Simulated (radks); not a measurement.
Polarisability of neutral iron, [Ar] 3d6 4s2, at imaginary frequency. Calculated with a radial shooting solver on a logarithmic mesh with Libxc functionals: scalar-relativistic Kohn-Sham, LDA (Slater exchange, Perdew-Wang correlation), spin-unpolarised, spherical densities, finite nucleus; Fermi nuclear charge, rms radius 3.7377 fm. Response by self-consistent Sternheimer equations with the Hartree and adiabatic LDA kernel, the relativistic mass of each level held fixed and spin-orbit coupling left out.

w (hartree)  alpha1(iw) (bohr^3)
0.00266                    53.79
0.0143                     53.52
0.0360                     52.04
0.0697                     47.82
0.118                      39.87
0.186                      29.53
0.280                      19.76
0.413                      12.41
0.605                      7.563
0.892                      4.533
1.35                       2.645
2.12                       1.448
3.59                      0.6875
6.94                      0.2468
17.5                     0.05145

Static values: alpha1 = 53.80 bohr^3 (7.973 angstrom^3; uncoupled 99.69). C6 = 467.4, triple-dipole C9 = 17990 atomic units. One-pole (London) frequency 4 C6 / (3 alpha1^2) = 0.215 hartree, against 0.201 for minus the highest occupied eigenvalue. Recommended static value: 62 bohr^3 (Schwerdtfeger and Nagle, 2023 table).

Beside tabulated values, note that spin-unpolarised runs miss the spin-polarisation part of the exchange energy of open shells.
